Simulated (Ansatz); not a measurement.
Gas-phase electronic energies from Ansatz, PBE0-D4/def2-TZVP geometries. CBS: MP2 limit from def2 TZ/QZ plus the TZ coupled-cluster correction, frozen cores. This one scheme is used for every species. Functionals use def2-TZVPP. Each species was taken in one conformer, which may not be the lowest.

Reaction (isomerisation): `CC([SiH3])S` → `CCS[SiH3]`

`CC([SiH3])S`:

Cartesian coordinates in Å:
```
C -0.363 -1.344 0.491
C 0.436 -0.051 0.454
Si 0.382 0.849 -1.202
S -0.040 1.125 1.759
H 0.018 -2.056 -0.247
H -0.313 -1.808 1.479
H -1.417 -1.160 0.264
H 1.488 -0.257 0.681
H 0.734 -0.077 -2.317
H 1.325 1.993 -1.202
H -1.006 1.341 -1.420
H -1.245 1.446 1.259
```

`CCS[SiH3]`:

```xyz
12

C    -1.532   -1.396    0.391
C    -0.230   -0.632    0.269
S    -0.528    0.956   -0.584
Si    1.450    1.728   -0.572
H    -2.267   -0.830    0.966
H    -1.363   -2.349    0.898
H    -1.959   -1.604   -0.592
H     0.502   -1.206   -0.304
H     0.192   -0.427    1.255
H     1.392    3.046   -1.248
H     1.957    1.890    0.818
H     2.384    0.824   -1.297
```

CCSD(T)/CBS gives -62.3 kJ/mol.

Q: Another level gave -65.0 kJ/mol. Which?
A. PBE/def2-TZVPP
B. CCSD/def2-TZVPP
C. HF/def2-TZVPP
D. LDA (SPW92)/def2-TZVPP

A: A. PBE -65.0, LDA (SPW92) -57.0, CCSD/def2-TZVPP -61.0, HF/def2-TZVPP -71.3 kJ/mol.

Largest T1 diagnostic among the species: 0.011.

Leaving LDA and LC-ωPBE aside and taking each functional with its dispersion term where it has one, the values, not all of them listed here, spread over 5.6 kJ/mol, from B97M-V to ωB97M-V. LDA lies +8.1 kJ/mol from PBE without D4. At CCSD(T), def2-SVP lies +7.8 kJ/mol from the extrapolated value and def2-TZVPP +2.2 kJ/mol.

CCSD(T)/CBS has its own doubt, a few kJ/mol and more with outer-core shells, so smaller differences from it don't rank the levels.
